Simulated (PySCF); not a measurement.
PySCF input:

```python
from pyscf import gto, scf, dft

mol = gto.M(
    atom='''
    In    0.14474588    0.07552198    0.26034827
    O     1.04721742    0.36249829   -1.53043968
    H     0.45433642    0.07253254   -2.23716014
    O    -1.71957524   -0.72531941    0.09804356
    H    -2.16802176   -0.87054049    0.93926404
    ''',
    basis='def2-tzvpd',
    ecp='def2-tzvp',
    charge=0,
    spin=1,
    verbose=4,
)

mf = dft.UKS(mol, xc='tpss').density_fit(auxbasis='def2-universal-jkfit')
mf.grids.level = 3
mf.conv_tol = 1e-9
mf.max_cycle = 100
mf.max_memory = 1500
mf.kernel()
if not mf.converged:
    mf = mf.newton()
    mf.kernel(mf.make_rdm1())
for _ in range(2):
    mo, _, stable, _ = mf.stability(return_status=True)
    if stable:
        break
    mf.kernel(mf.make_rdm1(mo, mf.mo_occ))
mf.analyze()
```

**Question.** Which total energy does the run end on?

**Answer.** -341.80843 Eh (TPSS/def2-TZVPD).

It need not be the lowest isomer of its formula.
